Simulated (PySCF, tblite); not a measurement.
Isomers of C7H11P. Computed values, GFN2-xTB/tblite, gas phase, harmonic and unscaled. Against measured fundamentals such values can be off by several per cent, at times by over 20. Modes of hydrogen on phosphorus can be 10 to 20 % off. One conformer each.

Electronic energies: PBE0/pcSseg-1 single points on the GFN2-xTB geometries (PySCF, gas phase).

```
        SMILES  electronic energy, lowest = 0 (kJ/mol)
   P#CC1CCCCC1                                     6.7
  C=CCP1CC=CC1                                    24.9
C=CC1=C(C)CPC1                                     0.0
C=CP1CC=C(C)C1                                    13.3
```

Problem. How do GFN2-xTB zero-point energies change the relative energies?

Solution. 
```tsv
SMILES	ZPE (kJ/mol)	of it from modes above 1550 cm⁻¹	electronic (kJ/mol)	with ZPE, lowest = 0 (kJ/mol)	lowest mode (cm⁻¹)	rings
C=CC1=C(C)CPC1	406.7	213.3	0.0	0.0	57	1
P#CC1CCCCC1	430.2	205.4	6.7	30.1	85	1
C=CP1CC=C(C)C1	408.8	218.0	13.3	15.4	42	1
C=CCP1CC=CC1	409.8	218.2	24.9	28.0	59	1
```

The zero-point energies span 23.5 kJ/mol, from `C=CC1=C(C)CPC1` to `P#CC1CCCCC1`. The lowest isomer stays, but the order above it changes.

Problem. And how do the electronic energies of GFN2-xTB itself compare?

Solution. `C=CC1=C(C)CPC1` 16.0; `P#CC1CCCCC1` 0.0; `C=CP1CC=C(C)C1` 45.4; `C=CCP1CC=CC1` 54.9 kJ/mol, lowest = 0. Against the energies above, taken from the same isomer `C=CC1=C(C)CPC1`, the largest difference is 22.7 kJ/mol.

Problem. What do entropy and thermal enthalpy add at 298.15 K and 1 bar (rigid rotor, harmonic oscillator, one conformer each)?

Solution. 
```
        SMILES  point group  symmetry number  S (J/(mol K))  H − H(0) (kJ/mol)  ZPE + H − H(0) − TS (kJ/mol)
C=CC1=C(C)CPC1           C1                1          393.3              26.68                         316.2
   P#CC1CCCCC1           Cs                1          366.2              22.96                         343.9
C=CP1CC=C(C)C1           C1                1          399.0              27.32                         317.2
  C=CCP1CC=CC1           C1                1          387.4              25.93                         320.3
```
